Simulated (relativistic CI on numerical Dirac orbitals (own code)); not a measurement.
**W LVI: sensitivity of the levels to the model**

Base calculation: Dirac-Coulomb-Breit CI, orbitals from a KLI potential per configuration, QED by a radiative potential, unscaled Slater integrals.

Configurations in the expansion (outside the closed core [Ne]): 3s²3p⁶3d, 3s²3p⁵3d², 3s3p⁶3d², 3s²3p⁶4s, 3s²3p⁶4p, 3s²3p⁶4d, 3s²3p⁵3d4s, 3s²3p⁶4f, 3s²3p⁵3d4p, 3s²3p⁵3d4d, 3s3p⁶3d4s, 3p⁶3d²4p, 3s²3p⁵3d4f, 3s3p⁶3d4p, 3s3p⁶3d4d, 3s²3p⁶5s, 3s3p⁶3d4f, 3s²3p⁶5p, 3s²3p⁶5d, 3s²3p⁶5f, 3s²3p⁶5g, 3p⁶3d³, 3p⁵3d⁴, 3p⁵3d³4s, 3p⁶3d²4s, 3p⁵3d²4s², 3p⁶3d²4d, 3p⁵3d³4d, 3p⁵3d²4s4d. Double excitations out of closed p, d and f shells are left out; levels of such configurations are missing from the list, as are those of other unlisted configurations, and high levels can miss mixing partners. These lack a partner that the ground configuration has and come out too high: 3s²3p⁵3d4p, 3s²3p⁵3d4f.

Variants: (1) configuration mixing switched off. Shifts of the energy above 3s²3p⁶3d ²D3/2, in eV, for the lowest level and the first level of each name with at least 55 % of one term (blank where a level changes its place among those of its configuration and J or its character, or is not in the variant):

```tsv
Level	Base	Δ(1)
3s²3p⁶3d ²D3/2	0.000	0.000
3s²3p⁶3d ²D5/2	77.389	+0.028
3s²3p⁵3d² ⁴D°1/2	255.185	-1.002
3s²3p⁵3d² ⁴G°9/2	329.356	-0.848
3s²3p⁵3d² ²H°11/2	340.330	-0.805
3s²3p⁵3d² ²G°9/2	358.151	-0.953
3s²3p⁵3d² ²F°5/2	384.692	-0.622
3s²3p⁵3d² ²P°1/2	391.574	-0.911
3s²3p⁵3d² ⁴G°11/2	407.049	-0.805
3s3p⁶3d² ⁴F3/2	820.692	-0.656
3s3p⁶3d² ⁴P1/2	850.498	-0.575
3s3p⁶3d² ⁴F7/2	895.135	-0.663
3s3p⁶3d² ⁴P3/2	906.433	-0.643
3s3p⁶3d² ²G9/2	911.600	-0.642
3s3p⁶3d² ²F5/2	915.348	-0.751
3s3p⁶3d² ²G7/2	921.167	-0.671
3s3p⁶3d² ²P1/2	929.129	-0.245
3s3p⁶3d² ⁴F9/2	975.820	-0.648
```

At this charge energies of transitions that change n are usually good to better than 1 %, and those within a shell (Δn = 0) to a few per cent.

Ionisation energy from the two ground configurations alone: base 5341.71 eV. The NIST ASD value (semi-empirical) is 5348 eV.

LS names give the leading component of a level, which can be under half, so a name can repeat, a term be missing and a line seem to break the LS rules.
